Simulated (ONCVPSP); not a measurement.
V: excitation energies, all-electron against ONCV

vanadium, optimised norm-conserving Vanderbilt (ONCV), made with ONCVPSP 4.0.1 (revPBE, scalar-relativistic). Core [Ne] 3s2, reference 3p6 3d3 4s2. Waves: 4s: rc 3.05 bohr, ncon 5, nbas 8, qcut 2.7 1/bohr, 1 projector; 3p: rc 1.15 bohr, ncon 4, nbas 7, qcut 12.9 1/bohr, 3 projectors, debl 3 Ha; 3d: rc 1.40 bohr, ncon 4, nbas 9, qcut 12.8 1/bohr, 2 projectors, debl 2.5 Ha. Local part: polynomial inside 0.95 bohr (lpopt 5, dvloc0 0 Ha). Core correction: Teter function, fcfact 2.25, rcfact 1.8.

Energies are relative to the spin-unpolarised reference configuration 3p6 3d3 4s2; without spin polarisation the order of configurations can differ from experiment. Not all tests gave a result: 1 of 4 tests not solved or not reliable.

```json
{"valence configuration": "3p6 3d3 4s1", "charge": "+1", "ΔE all-electron (eV)": "7.661", "error AE − PS (meV)": "-3.5"}
{"valence configuration": "3p6 3d3 4s0", "charge": "+2", "ΔE all-electron (eV)": "21.809", "error AE − PS (meV)": "-13"}
{"valence configuration": "3p6 3d4 4s0", "charge": "+1", "ΔE all-electron (eV)": "7.086", "error AE − PS (meV)": "-121"}
```

Levels in the configuration 3p6 3d3 4s0:

```tsv
level	all-electron (eV)	pseudo (eV)
3p	-60.542	-60.325
3d	-21.212	-21.058
```

Note: ghosts flagged at negative energy: s at -176.1 eV; no localised positive-energy state flagged. A true bound ghost makes a file unfit for plane-wave use.
